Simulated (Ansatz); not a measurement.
Reaction (ligand exchange at the Si–O bond): `CO[SiH2]CF` + H₂S → `FC[SiH2]S` + CH₃OH

Program: Ansatz. Geometries: PBE0-D4/def2-TZVP. ΔE: electronic, gas phase. CBS: MP2 limit from def2 TZ/QZ plus the TZ coupled-cluster correction, frozen cores. This one scheme is used for every species. DFT in def2-TZVPP. B3LYP here is the variant with VWN-RPA as its local correlation; programs differ in this. One conformer a species, not always the lowest.

Is it downhill or uphill in electronic energy at CCSD(T)/CBS, and by how much? (An estimate is asked.)

The calculation gave: Uphill: ΔE = +0.35 eV.

What do these levels give: r2SCAN-D4, PBE0-D4, B3LYP-D4, ωB97X-V, ωB97M-V, B2PLYP, r2SCAN, B3LYP, SCS-MP2/def2-TZVPP, CCSD(T)/def2-TZVPP, MP2/CBS(def2), CCSD/CBS(def2)? (Best estimate.)

The calculation gave: r2SCAN-D4 0.32, PBE0-D4 0.25, B3LYP-D4 0.39, ωB97X-V 0.36, ωB97M-V 0.36, B2PLYP 0.39, r2SCAN 0.32, B3LYP 0.38, SCS-MP2/def2-TZVPP 0.41, CCSD(T)/def2-TZVPP 0.38, MP2/CBS(def2) 0.33, CCSD/CBS(def2) 0.37 eV.

Largest T1 diagnostic among the species: 0.011.

In def2-TZVPP, CCSD(T) changes the Hartree–Fock value by −0.10 eV (the triples alone add −0.02 eV) and MP2 by −0.12 eV.
